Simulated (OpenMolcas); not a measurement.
# I+: effect of the active space

```yaml
Program: OpenMolcas 26.06
Method: CASSCF or its RAS form
Basis: ANO-RCC-VQZP
Scalar_Hamiltonian: DKH2, point nucleus
Spin-orbit_coupling: state interaction with AMFI integrals over the reference wave functions, term energies averaged over their components
```

A. 4 electrons in 3 orbitals (5p); 2S+1 = 3 even, 3 roots; 2S+1 = 1 even, 6 roots; cost roughly 2.5 core-seconds
B. 6 electrons in 4 orbitals (5s 5p); 2S+1 = 3 even, 3 roots; 2S+1 = 1 even, 6 roots; 2S+1 = 3 odd, 3 roots; 2S+1 = 1 odd, 3 roots; cost of the order of 10 core-seconds
C. 6 electrons in 8 orbitals (5s 5p 6s 6p); 2S+1 = 3 even, 3 roots; 2S+1 = 1 even, 6 roots; 2S+1 = 3 odd, 3 roots; 2S+1 = 1 odd, 3 roots; cost of the order of 21 core-seconds
D. 4 electrons in 9 orbitals (RAS2 5p; RAS3 5d 6s, at most 1 electron); 2S+1 = 3 even, 3 roots; 2S+1 = 1 even, 6 roots; 2S+1 = 5 odd, 6 roots; 2S+1 = 3 odd, 54 roots; 2S+1 = 1 odd, 45 roots; cost roughly 50 core-seconds
E. 6 electrons in 9 orbitals (RAS2 5s 5p; RAS3 5d, at most 2 electrons); 2S+1 = 3 even, 3 roots; 2S+1 = 1 even, 6 roots; 2S+1 = 3 odd, 3 roots; 2S+1 = 1 odd, 3 roots; cost of the order of 20 core-seconds

Energies in cm⁻¹ above 5s² 5p⁴ ³P₂, the measured ground level; measured values from NIST Handbook of Basic Atomic Spectroscopic Data.

```tsv
Level	A	B	C	D	E	Measured
5s² 5p⁴ ³P₂	0.0	0.0	0.0	0.0	0.0	0.0
5s² 5p⁴ ³P₁	6231	6232	6136	6231	6122	7087
5s² 5p⁴ ³P₀	6570	6007	5798	6570	6173	6448
5s² 5p⁴ ¹D₂	15496	15497	15329	15496	14805	13727
5s² 5p⁴ ¹S₀	33155	27851	27352	33155	29320	29501
```

Deviations, from unrounded energies. A percentage is the sum of absolute deviations over the sum of measured energies, with the sign that they share, or ± where signs differ.

```
                        Against measurement  Levels      A     B      C      D     E
             mean absolute deviation (cm-1)       4   1600  1200   1300   1600   620
      fine structure of the ground term (%)       2   ±7.2  -9.6  -11.8   ±7.2  -9.2
other terms of the ground configuration (%)       2  +12.5  ±7.9   ±8.7  +12.5  ±2.9
```

E lies closest to measurement on these levels and A furthest from it. The largest miss of E in the table is 5s² 5p⁴ ¹D₂, by +1100 cm-1. The ranking rests on the paired levels alone, and a cruder setting can come out closer through cancelling errors.

Among A to E the level of the table that moves most is 5s² 5p⁴ ¹S₀, by 5800 cm-1 (lowest in C, highest in A).

With the s shell closed, the reference lacks s² → p² mixing (holds for A; D). Active for correlation alone: 6p 6s; no level in the range computed is led by a configuration that fills them, so any true level of that kind is missing (holds for C). The run also gave levels led by 5s² 5p³ 5d, which use shells meant for correlation; these and all levels above them are left out (holds for E). Measured partners are found by configuration, term and J. A level has none where our copy of the source lacks it or the pairing is in doubt (some pairs that miss far off the trend of their configuration count as doubtful), and it then counts in no deviation. Levels of configurations outside the active space are missing. Levels that lie high or do not pair safely by name in every column are left out.
